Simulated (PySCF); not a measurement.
Computed properties of hydrogen telluride (H2Te), SMILES [TeH2]

hydrogen telluride (H2Te), SMILES [TeH2]. The structure is a stationary point at PBE0-D3(BJ)/def2-TZVPD. The def2 effective core potentials stand for the cores of Te; spin–orbit coupling is left out. One conformer was computed; it need not be the lowest. All values are computed for the isolated molecule unless a solvent is named; none is compared with measurement here.

**Structure.** The optimised structure has C2v symmetry. All 3 harmonic modes at PBE0-D3(BJ)/def2-TZVPD (PySCF) are real, so it is a minimum.

**Vibrations.** The strongest infrared lines (harmonic, unscaled, degenerate partners summed) lie at 2173 cm⁻¹ (35 km/mol, H 99 %), 2165 cm⁻¹ (32 km/mol, H 99 %), 888 cm⁻¹ (11 km/mol, H 99 %). The softest mode is at 888 cm⁻¹ and the zero-point energy is 7.5 kcal/mol.

**Electronic structure.** r2SCAN/def2-TZVPD (PySCF) places the frontier levels at -5.78 and -1.34 eV, a gap of 4.44 eV, and gives a dipole moment of 0.18 D and a mean polarisability of 44.1 bohr³.

**Excitations.** TDA-M06-2X/def2-TZVPD (PySCF) has S1 at 4.21 eV (295 nm, f = 0.000, dark); the most intense of the 10 singlets computed lies at 7.41 eV (f = 0.39). T1 (TDA) is at 3.76 eV, 0.45 eV under S1. No vertical singlet excitation falls in the visible range (under 3.1 eV).
